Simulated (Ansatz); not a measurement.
GaH3. The state is a triplet with charge 0. Geometry r2SCAN-D4/def2-TZVP, that of the neutral singlet; atoms count from 1.

Cartesian coordinates in Å:
```
Ga -0.001 0.000 0.001
H 1.286 -0.176 0.870
H -0.593 -1.221 -0.774
H -0.693 1.397 -0.097
```

At PBE0-D4/def2-TZVP a singlet of charge 0 lies 4.81 eV below the triplet at the same geometry.

(1) Estimate the Mulliken populations from the PBE0/def2-TZVP orbitals of Ansatz.

(2) Where does the spin sit?

Answers

(1) 
| atom | charge (e) | spin (α − β) |
| --- | --- | --- |
| Ga1 | -0.22 | 1.26 |
| H2 | 0.20 | 0.55 |
| H3 | 0.01 | 0.10 |
| H4 | 0.01 | 0.10 |
Mulliken values and Mayer orders depend strongly on the basis.

(2) Summed by element: Ga 1.26, H 0.74, of 2 unpaired in all. Largest on single atoms: Ga1 1.26, H2 0.55, H3 0.10.
